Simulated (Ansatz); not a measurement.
Computed with Ansatz.

`C[O][W]([NH2])(=[S])=[S]` at its PBE0-D4/def2-TZVP geometry, where that method's forces vanish. Total charge 0; spin multiplicity 1. W: def2 effective core potential.

| atom | x (Å) | y (Å) | z (Å) |
| --- | --- | --- | --- |
| C1 | -1.7041 | 0.5093 | 1.2262 |
| O2 | -0.3987 | 0.2511 | 0.7746 |
| W3 | 0.4273 | -0.2535 | -0.8057 |
| N4 | 2.3250 | -0.3976 | -0.5106 |
| S5 | 0.0502 | 1.2316 | -2.2869 |
| S6 | -0.3432 | -2.1455 | -1.4122 |
| H7 | -2.3280 | -0.3808 | 1.1044 |
| H8 | -1.6571 | 0.7777 | 2.2835 |
| H9 | -2.1418 | 1.3368 | 0.6604 |
| H10 | 2.9790 | 0.3400 | -0.7261 |
| H11 | 2.7913 | -1.2691 | -0.3075 |

(1) For each bond, give half the difference of the two atoms' forces along it (eV/Å; positive pushes the atoms apart) under PBE-D4, r2SCAN-D4, B3LYP-D4, ωB97M-V in def2-TZVPP. (Best estimate.)

Answers

(1) The calculation gave: 
| bond | length (Å) | PBE-D4 | r2SCAN-D4 | B3LYP-D4 | ωB97M-V |
| --- | --- | --- | --- | --- | --- |
| C1–O2 | 1.405 | 0.11 | 0.23 | 0.19 | 0.37 |
| C1–H7 | 1.094 | 0.09 | -0.06 | -0.08 | -0.11 |
| C1–H8 | 1.092 | 0.09 | -0.06 | -0.11 | -0.13 |
| C1–H9 | 1.094 | 0.09 | -0.06 | -0.08 | -0.11 |
| O2–W3 | 1.853 | 0.11 | -0.01 | 0.07 | -0.06 |
| W3–N4 | 1.926 | -0.09 | 0.00 | 0.11 | 0.12 |
| W3–S5 | 2.131 | 0.37 | 0.22 | 0.25 | -0.20 |
| W3–S6 | 2.131 | 0.38 | 0.22 | 0.25 | -0.20 |
| N4–H10 | 1.009 | 0.16 | -0.02 | -0.09 | -0.02 |
| N4–H11 | 1.009 | 0.16 | -0.02 | -0.09 | -0.02 |

B3LYP here is the variant with VWN-RPA as its local correlation; programs differ in this.
